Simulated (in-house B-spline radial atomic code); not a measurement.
Results of a calculation; reference values are marked as such.
**Making a Troullier-Martins s channel for Ag, r_c = 2.62 bohr**

Ag, [Kr] 4d10 5s1, non-relativistic LDA (VWN5), spherical and spin-unpolarised, from an all-electron radial atomic-structure program (B-spline basis) (atomic units). The all-electron 5s level is ε = -0.157408 hartree, its outermost node lies just inside 1.15 bohr and its outer maximum at 2.62 bohr.

Inside r_c the pseudo-orbital is u(r) = r^1 exp(p(r)), with p = c0 + c2 r² + c4 r⁴ + … + c12 r¹². The seven coefficients follow from p and its first four derivatives at r_c, from zero curvature of the screened potential at the origin, c4 = −c2²/(2l + 5), and from the norm inside r_c. At r_c the all-electron orbital has P = 0.6050829, P' = -0.003685019, the screened potential V = -0.4030237, V' = 0.3624539, V'' = -0.5164571, and the norm inside is Q = 0.3432636.

Question: What are p, p' and p'' at r_c?

Answer: p = ln(P/r_c^1) = ln(0.6050829/2.62) = -1.46556. p' = P'/P − 1/r_c = -0.00609 − 0.38168 = -0.38777. The radial equation gives p'' = 2(V − ε) − 2(1) p'/r_c − p'² = -0.49123 − (-0.29601) − 0.15037 = -0.34559. Differentiating, p''' = 2V' + 2(1)p'/r_c² − 2(1)p''/r_c − 2p'p'' = 0.60772, and p'''' = 2V'' − 4(1)p'/r_c³ + 4(1)p''/r_c² − 2(1)p'''/r_c − 2p''² − 2p'p''' = -1.3795.

For a trial c2 the five matching conditions are linear in c0, c6, c8, c10 and c12, and c2 is varied until the norm inside r_c equals Q. The root nearest zero gives:

```
 n           c_n
 0     -2.331361
 2     0.5372369
 4   -0.05772471
 6   -0.01420015
 8   0.003863578
10    -0.0003434
12  1.095866e-05
```

Question: Check c4 and p(r_c), and find the screened pseudopotential at the origin.

Answer: −c2²/5 = -0.0577247, as listed. The terms c_n r_c^n are -2.33136, 3.68781, -2.71999, -4.59305, 8.57828, -5.23375, 1.14650, which sum to -1.46556. Inverting the radial equation, V_l(r) = ε + 1 p'/r + (p'' + p'²)/2, so V_l(0) = ε + (2l + 3) c2 = -0.157408 + 3 × (0.537237) = 1.4543 hartree, finite where the all-electron potential diverges.

Orbitals and screened potentials:

```
r (bohr)         P        u  V all-electron  V pseudo
   0.262    0.1607  0.02641           -74.0     1.452
   0.655   -0.2414  0.07921          -13.39     1.361
   1.048  -0.08992    0.169          -4.419    0.9312
   1.441    0.2475   0.3113          -1.883    0.1032
   1.834    0.4725    0.473         -0.9853   -0.5904
   2.227    0.5786    0.578          -0.598   -0.6227
    2.62    0.6051   0.6051          -0.403    -0.403
```

Logarithmic derivatives P'/P at R = 2.92 bohr, for energies E around ε:

| E − ε (hartree) | all-electron | pseudo |
| --- | --- | --- |
| -0.5 | 0.735163 | 0.731275 |
| -0.25 | 0.383798 | 0.38198 |
| -0.1 | 0.10551 | 0.105055 |
| 0 | -0.126759 | -0.126757 |
| 0.1 | -0.416896 | -0.417835 |
| 0.25 | -1.03976 | -1.05154 |
| 0.5 | -3.70461 | -3.9981 |

Question: With P(R) = 0.5924274 and a norm of 0.4514608 inside R, what slope in energy does norm conservation fix?

Answer: d(P'/P)/dE = −2 × (norm inside R)/P(R)² = -2.5726 per hartree·bohr at E = ε, for both atoms, since orbital and norm agree at R. Differences over ±0.1 hartree give -2.6120 (all-electron) and -2.6144 (pseudo), which also hold third-order terms. Half a hartree below ε the two curves differ by -0.0039.
